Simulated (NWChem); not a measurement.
System: NH₂SeF; SMILES N[Se]F

NWChem input:

```
start job
memory heap 200 mb stack 900 mb global 1100 mb
geometry units angstroms noautoz
  Se     0.377387     0.016423     0.000000
  F     -0.539606    -1.522035     0.000000
  N     -0.887701     1.249342     0.000000
  H     -1.427414     1.380968     0.850310
  H     -1.427414     1.380968    -0.850310
end
basis spherical
  * library sto-3g
end
dft
  xc pbe0
  iterations 150
  mulliken
end
task dft energy
```

Parts of the log:

```
             Northwest Computational Chemistry Package (NWChem) 7.3.0
             --------------------------------------------------------

 CS  symmetry detected

                             Geometry "geometry" -> ""
                             -------------------------

 Output coordinates in angstroms (scale by  1.889725989 to convert to a.u.)

  No.       Tag          Charge          X              Y              Z
 ---- ---------------- ---------- -------------- -------------- --------------
    1 Se                  34.0000     0.40101772     0.01465565     0.00000000
    2 F                    9.0000    -0.64024600    -1.44256741     0.00000000
    3 N                    7.0000    -0.75760831     1.34811829     0.00000000
    4 H                    1.0000    -1.28456516     1.52399328     0.85031000
    5 H                    1.0000    -1.28456516     1.52399328    -0.85031000

 Effective nuclear repulsion energy (a.u.)     199.1568244225

      Symmetry information
      --------------------

 Group name             Cs
 Group number              2
 Group order               2
 No. of unique centers     4

                                 NWChem DFT Module
                                 -----------------

 Summary of "ao basis" -> "ao basis" (spherical)
 ------------------------------------------------------------------------------
       Tag                 Description            Shells   Functions and Types
 ---------------- ------------------------------  ------  ---------------------
 Se                          sto-3g                  8       18   4s3p1d
 F                           sto-3g                  3        5   2s1p
 N                           sto-3g                  3        5   2s1p
 H                           sto-3g                  1        1   1s

      Symmetry analysis of basis
      --------------------------

        a'         22
        a"          8

            General Information
            -------------------
          SCF calculation type: DFT
          Wavefunction type:  closed shell.
          No. of atoms     :     5
          No. of electrons :    52
           Alpha electrons :    26
            Beta electrons :    26
          Charge           :     0
          Spin multiplicity:     1
          Use of symmetry is: on ; symmetry adaption is: on
          Maximum number of iterations: 150
          AO basis - number of functions:    30
                     number of shells:    16
          Convergence on energy requested:  1.00D-06
          Convergence on density requested:  1.00D-05
          Convergence on gradient requested:  5.00D-04

              XC Information
              --------------
                         PBE0 Method XC Functional
                     Hartree-Fock (Exact) Exchange  0.250
          PerdewBurkeErnzerhof Exchange Functional  0.750
            Perdew 1991 LDA Correlation Functional  1.000 local
           PerdewBurkeErnz. Correlation Functional  1.000 non-local

             Grid Information
             ----------------
          Grid used for XC integration:  medium
          Radial quadrature: Mura-Knowles
          Angular quadrature: Lebedev.
          Tag              B.-S. Rad. Rad. Pts. Rad. Cut. Ang. Pts.
          ---              ---------- --------- --------- ---------
          Se                  1.15      112           7.0       590
          F                   0.50       49           8.0       434
          N                   0.65       49           6.0       434
          H                   0.35       45           7.0       434
          Grid pruning is: on
          Number of quadrature shells:   255
          Spatial weights used:  Erf1

      Superposition of Atomic Density Guess
      -------------------------------------

 Sum of atomic energies:       -2526.06173519

      Non-variational initial energy
      ------------------------------

 Total energy =   -2526.126872
 1-e energy   =   -3937.412006
 2-e energy   =    1212.128309
 HOMO         =      -0.106275
 LUMO         =       0.171316

      Symmetry analysis of molecular orbitals - initial
      -------------------------------------------------

  Numbering of irreducible representations:

     1 a'          2 a"

  Orbital symmetries:

     1 a'          2 a'          3 a'          4 a'          5 a"
     6 a'          7 a'          8 a'          9 a'         10 a'
    11 a"         12 a'         13 a'         14 a"         15 a'
    16 a"         17 a'         18 a'         19 a'         20 a"
    21 a'         22 a'         23 a"         24 a'         25 a'
    26 a"         27 a'         28 a'         29 a'         30 a"

     ---------------------------------------------
      Total Density - Mulliken Population Analysis
     ---------------------------------------------

    Atom       Charge   Shell Charges
 -----------   ------   -------------------------------------------------------
    1 Se  34    33.48   2.00  2.00  6.00  2.00  5.97  1.83  3.69 10.00
    2 F    9     9.50   2.00  1.96  5.54
    3 N    7     7.53   2.00  1.57  3.97
    4 H    1     0.74   0.74
    5 H    1     0.74   0.74

   convergence    iter        energy       DeltaE   RMS-Dens  Diis-err
 ---------------- ----- ----------------- --------- --------- ---------
 d= 0,ls=0.0,diis     1  -2528.0104426350 -2.73D+03  5.85D-02  2.66D-01
 d= 0,ls=0.0,diis     2  -2527.9281956536  8.22D-02  3.69D-02  7.55D-01
 d= 0,ls=0.0,diis     3  -2528.0760532037 -1.48D-01  3.89D-03  4.89D-03
 d= 0,ls=0.0,diis     4  -2528.0764444054 -3.91D-04  1.82D-03  2.43D-03
 d= 0,ls=0.0,diis     5  -2528.0768473737 -4.03D-04  1.40D-04  5.03D-06
  Resetting Diis
 d= 0,ls=0.0,diis     6  -2528.0768488311 -1.46D-06  2.53D-05  1.08D-07
 d= 0,ls=0.0,diis     7  -2528.0768488620 -3.10D-08  2.34D-06  5.22D-10

         Total DFT energy =    -2528.076848862013
      One electron energy =    -3935.023950929813
           Coulomb energy =     1313.594037700271
    Exchange-Corr. energy =     -105.803760054999
 Nuclear repulsion energy =      199.156824422529

 Numeric. integr. density =       51.999998847809

                  Occupations of the irreducible representations
                  ----------------------------------------------

                     irrep           alpha         beta
                     --------     --------     --------
                     a'               19.0         19.0
                     a"                7.0          7.0

                       DFT Final Molecular Orbital Analysis
                       ------------------------------------

 Vector   24  Occ=2.000000D+00  E=-2.007562D-01  Symmetry=a'
              MO Center= -5.4D-01, -1.1D+00, -2.2D-12, r^2= 1.2D+00
   Bfn.  Coefficient  Atom+Function         Bfn.  Coefficient  Atom+Function
  ----- ------------  ---------------      ----- ------------  ---------------
    21      0.820020  2 F  px                22     -0.445636  2 F  py
    10     -0.244804  1 Se s                 27     -0.196712  3 N  py
    25      0.176938  3 N  s                 11     -0.149153  1 Se px
    26      0.141438  3 N  px                12     -0.084415  1 Se py
    29     -0.070175  4 H  s                 30     -0.070175  5 H  s

 Vector   25  Occ=2.000000D+00  E=-1.777726D-01  Symmetry=a'
              MO Center= -6.1D-01,  9.3D-01, -7.3D-13, r^2= 1.8D+00
   Bfn.  Coefficient  Atom+Function         Bfn.  Coefficient  Atom+Function
  ----- ------------  ---------------      ----- ------------  ---------------
    27      0.655393  3 N  py                26      0.574534  3 N  px
    22      0.372694  2 F  py                25      0.255976  3 N  s
    10     -0.201221  1 Se s                 21      0.177001  2 F  px
    11     -0.091165  1 Se px                29     -0.061933  4 H  s
    30     -0.061933  5 H  s                 24     -0.053908  3 N  s

 Vector   26  Occ=2.000000D+00  E=-1.240899D-01  Symmetry=a"
              MO Center= -4.9D-03, -4.7D-01,  4.7D-18, r^2= 1.9D+00
   Bfn.  Coefficient  Atom+Function         Bfn.  Coefficient  Atom+Function
  ----- ------------  ---------------      ----- ------------  ---------------
    13      0.829437  1 Se pz                23     -0.637917  2 F  pz
     9     -0.239520  1 Se pz                29     -0.123850  4 H  s
    30      0.123850  5 H  s                  5      0.078088  1 Se pz
    28     -0.056262  3 N  pz

 Vector   27  Occ=0.000000D+00  E= 1.489601D-01  Symmetry=a'
              MO Center= -5.2D-02, -4.7D-01,  9.0D-15, r^2= 1.8D+00
   Bfn.  Coefficient  Atom+Function         Bfn.  Coefficient  Atom+Function
  ----- ------------  ---------------      ----- ------------  ---------------
    12      0.759989  1 Se py                22      0.584775  2 F  py
    11      0.493133  1 Se px                21      0.438049  2 F  px
    20      0.303236  2 F  s                 10     -0.235806  1 Se s
    27     -0.205997  3 N  py                 8     -0.204647  1 Se py
    26     -0.179455  3 N  px                25     -0.144215  3 N  s

 Vector   28  Occ=0.000000D+00  E= 2.038079D-01  Symmetry=a'
              MO Center= -2.1D-01,  5.0D-01,  5.6D-14, r^2= 1.8D+00
   Bfn.  Coefficient  Atom+Function         Bfn.  Coefficient  Atom+Function
  ----- ------------  ---------------      ----- ------------  ---------------
    25      0.918674  3 N  s                 11      0.727148  1 Se px
    12     -0.641854  1 Se py                27     -0.534082  3 N  py
    10     -0.441014  1 Se s                 29     -0.298636  4 H  s
    30     -0.298636  5 H  s                 26      0.253858  3 N  px
    22      0.206097  2 F  py                 7     -0.178949  1 Se px

 Vector   29  Occ=0.000000D+00  E= 4.225079D-01  Symmetry=a'
              MO Center= -1.1D+00,  1.5D+00, -1.4D-14, r^2= 1.3D+00
   Bfn.  Coefficient  Atom+Function         Bfn.  Coefficient  Atom+Function
  ----- ------------  ---------------      ----- ------------  ---------------
    29     -0.824417  4 H  s                 30     -0.824417  5 H  s
    25      0.791520  3 N  s                 26     -0.789929  3 N  px
    27      0.410226  3 N  py                12      0.266153  1 Se py
    10      0.196484  1 Se s                 11     -0.180185  1 Se px
    24     -0.115396  3 N  s                  8     -0.057566  1 Se py

     ---------------------------------------------
      Total Density - Mulliken Population Analysis
     ---------------------------------------------

    Atom       Charge   Shell Charges
 -----------   ------   -------------------------------------------------------
    1 Se  34    33.71   2.00  2.00  6.00  2.00  5.96  1.86  3.89  9.99
    2 F    9     9.17   2.00  1.98  5.19
    3 N    7     7.52   1.99  1.53  3.99
    4 H    1     0.81   0.81
    5 H    1     0.81   0.81

     -------------------------------------------
      Total Density - Lowdin Population Analysis
     -------------------------------------------

    Atom       Charge   Shell Charges
 -----------   ------   -------------------------------------------------------
    1 Se  34    33.74   2.00  2.00  6.00  2.00  5.94  1.84  3.98  9.99
    2 F    9     9.16   2.00  1.96  5.20
    3 N    7     7.36   1.99  1.34  4.03
    4 H    1     0.87   0.87
    5 H    1     0.87   0.87

     Multipole analysis of the density
     ---------------------------------

     L   x y z        total         alpha         beta         nuclear
     -   - - -        -----         -----         ----         -------
     0   0 0 0     -0.000000    -26.000000    -26.000000     52.000000

     1   1 0 0     -0.568259     -0.284130     -0.284130      0.000000
     1   0 1 0      0.267776      0.133888      0.133888     -0.000000
     1   0 0 1      0.000000      0.000000      0.000000      0.000000

     2   2 0 0    -18.335719    -38.584429    -38.584429     58.833140
     2   1 1 0     -1.890808      3.612257      3.612257     -9.115322
     2   1 0 1     -0.000000     -0.000000     -0.000000      0.000000
     2   0 2 0    -20.521245    -74.724370    -74.724370    128.927495
     2   0 1 1      0.000000      0.000000      0.000000      0.000000
     2   0 0 2    -19.108327    -12.136140    -12.136140      5.163953
```

Level: PBE0/STO-3G. The geometry was optimised at PBE0/def2-SVP.
